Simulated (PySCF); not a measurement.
C2H3O2, SMILES CO[C]=O, multiplicity 2. The structure is a stationary point at PBE0-D3(BJ)/def2-SVP. The isomer is the one that the SMILES or the coordinates give; other isomers of the formula were not compared. The values are those of a single conformer.

Computed equilibrium geometry at PBE0-D3(BJ)/def2-SVP (PySCF confirms it by a frequency run) as Cartesian coordinates in Å, and its point group (one conformer of several):
point group Cs.
```xyz
7

C     -0.4416    -1.3151     0.0000
O      0.7243    -0.4745     0.0000
C      0.5111     0.8141     0.0000
O     -0.5053     1.4240     0.0000
H     -1.0469    -1.1217    -0.8971
H     -0.0749    -2.3470     0.0000
H     -1.0469    -1.1217     0.8971
```
Charge 0, spin multiplicity 2.
